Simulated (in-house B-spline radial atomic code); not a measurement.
Results of a calculation; reference values are marked as such.
**Ghost states of the separable form: Ru**

Ru, [Kr] 4d7 5s1, non-relativistic PBE, spherical and spin-unpolarised, from a B-spline radial code for spherical atoms (atomic units; all potentials screened as in the neutral atom).

Troullier-Martins channels: 5s (ε = -0.1432, r_c = 3.126 bohr), 4d (ε = -0.2030, r_c = 1.362 bohr). In the Kleinman-Bylander form one channel serves as the local potential, and each other channel l becomes |δV u><u δV|/<u|δV|u>, with δV = V_l − V_local and u the pseudo-orbital. Its strength is E_KB = <u|δV²|u>/<u|δV|u>. By the analysis of Gonze, Stumpf and Scheffler a spurious state lies below the reference level ε if E_KB > 0 and ε is above the second level of the local potential alone, or if E_KB < 0 and ε is above its first. The table's levels are those of angular momentum l in a sphere of 9 bohr, whose wall can lift a shallow ε a little above its free-atom value.

```
local  channel  <u δV u>  <u δV² u>        ε  first local level  second local level
    s        d   -2.7689     15.091  -0.2030             0.0957              0.3415
    d        s   0.18998    0.65761  -0.1417            -5.7762             -0.8104
```

Problem. Apply the rule to each row.

Solution. Local s, channel d: E_KB = -5.45, so ε = -0.2030 is set against 0.0957: no ghost. Local d, channel s: E_KB = +3.46, so ε = -0.1417 is set against -0.8104: a ghost.

Diagonalising the separable Hamiltonian gives:

```csv
local,channel,three lowest levels,"all-electron, two lowest valence levels"
s,d,"-0.2030, 0.1236, 0.4216","-0.2030, 0.1222"
d,s,"-3.8588, -0.1417, 0.1190","-0.1417, 0.1201"
```

Problem. Which choices of local channel are safe?

Solution. Free of ghosts: s. With d local the s channel has a ghost 3.72 hartree below ε, since the local potential binds more than one state below ε, and a repulsive term of rank one raises each level at most to the next, so it clears only one of them. Among the safe choices the second level, which tests transfer, is off by at most 1.4 millihartree (s local).
